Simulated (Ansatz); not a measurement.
Wavefunction ladder for `[O][Al]([F])[Cl]` radical

Z-matrix (Å, degrees):
```
Al
O 1 1.724
Cl 1 2.063 2 118.4
F 1 1.632 2 118.6 3 -180.0
```

The species carries charge 0 and has multiplicity 2. The structure was optimised at the PBE0-D4/def2-TZVP level. Frozen core, unrestricted reference, the Gaussian-basis code of Ansatz. CBS rows extrapolate triple and quadruple zeta; past MP2 they add the triple-zeta difference.

```csv
basis,HF (Eh),MP2 corr.,CCSD corr.,(T),CCSD(T) total
def2-SVP,-875.50153,-0.50854,?,-0.00865,?
def2-TZVPP,?,-0.68768,?,-0.02352,?
def2-QZVPP,-876.00448,-0.75554,–,–,–
CBS(def2),-876.00844,-0.80580,?,as TZ,?
```

Problem. Fill in the withheld values. (Estimate.)

Solution. Computed: def2-SVP CCSD corr.: -0.53480; def2-SVP CCSD(T) total: -876.04498; def2-TZVPP HF (Eh): -875.97575; def2-TZVPP CCSD corr.: -0.71523; def2-TZVPP CCSD(T) total: -876.71450; CBS(def2) CCSD corr.: -0.83336; CBS(def2) CCSD(T) total: -876.86532.
